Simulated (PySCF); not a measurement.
## Relaxation of singlet HfCl₄

Computed with PySCF, B3LYP, basis Hf def2-SVP with ECP60, Cl def2-SVP (scalar-relativistic core potentials, no spin–orbit coupling, density fitting). A (50,194) grid was used.

A start displaced from a saddle point along its imaginary mode, of D2d symmetry, held to at least that symmetry:

Coordinates in bohr (charge 0 multiplicity 1):
```
Hf    0.0000    0.0000    0.0000
Cl    4.5154    0.0000   -0.4724
Cl    0.0000    4.5154    0.4724
Cl   -4.5154    0.0000   -0.4724
Cl    0.0000   -4.5154    0.4724
```

Task: What does it relax to?

Result: It ends at Td with Hf–Cl 2.342 Å (×4); Cl–Hf–Cl 109.5° (×6) (after a last refinement on a finer grid). The frequency run here used a shortcut that can spoil soft modes, so no verdict on minimum or saddle point is given.

Task: How much energy is released, and in how many steps?

Result: 205.4 kJ/mol in 9 steps.

Spin–orbit coupling, left out here, can matter for elements this heavy.

The relaxation took of the order of 80 core-seconds on a shared host.
